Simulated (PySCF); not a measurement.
# Correlation energy of Pm⁺ (promethium, charge +1)

Starting occupation: [Xe] 4f5 6s1, 4f5/2 with m_j = -3/2, -1/2, +1/2, +3/2, +5/2, 6s1/2 with m_j = -1/2. Calculation: PySCF 2.14, in x2c-TZVPall-2c (11s11p10d4f1g, 131 functions); X2C-1e with screened-nucleus spin-orbit coupling, Gaussian nucleus. Frozen: [Ar] 3d10; 32 electrons correlated; the 18 highest virtual spinors left out.

MP2 pair energies summed by pair of shells (mhartree):

```tsv
pair	energy	share (%)
4d-4d	-203.62	20.8
5p-5p	-120.69	12.3
4d-5p	-109.52	11.2
4d-4f	-98.90	10.1
4d-4p	-80.06	8.2
4f-5p	-79.83	8.2
4f-4f	-44.89	4.6
5p-5s	-34.51	3.5
4f-4p	-31.26	3.2
4d-5s	-27.93	2.9
4p-4p	-26.13	2.7
4d-4s	-22.35	2.3
5p-6s	-19.90	2.0
4f-5s	-17.15	1.8
4p-5p	-14.58	1.5
4p-4s	-11.09	1.1
4p-5s	-7.69	0.8
4f-4s	-7.12	0.7
5s-5s	-6.12	0.6
4f-6s	-4.61	0.5
4d-6s	-3.03	0.3
4s-5p	-2.35	0.2
4s-4s	-2.28	0.2
5s-6s	-1.13	0.1
4s-5s	-1.11	0.1
4p-6s	-0.40	0.0
4s-6s	-0.06	0.0
```

Total MP2 correlation energy: -978.33 mhartree.

The GHF reference relaxed away from the jj start to a determinant that is no pure jj level (⟨S²⟩ = 11.94, ⟨J²⟩ = 11.43); the energies belong to that determinant.

This basis was not built for core-valence correlation, so the inner-shell part is incomplete.
